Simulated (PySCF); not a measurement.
SnF₂, SMILES [Sn]([F])[F] (connectivity only; charge and spin as stated), neutral, multiplicity 1. Heavy atoms are numbered as in [Sn:1]([F:2])[F:3].

The structure is a stationary point at TPSSh-D3(BJ)/def2-TZVP. The isomer is the one that the SMILES or the coordinates give; other isomers of the formula were not compared. The def2 effective core potentials stand for the cores of Sn; spin–orbit coupling is left out.

Computed with r2SCAN/def2-TZVPD run with PySCF.

Mulliken values depend strongly on the basis, most of all with diffuse functions as here. ESP charges are fitted to the potential on shells at 1.4 to 2.0 van der Waals radii. Atomic charges (e), one atom of each kind:

```tsv
atom	Mulliken	ESP fit
Sn1	1.07	0.64
F2	-0.53	-0.32
```
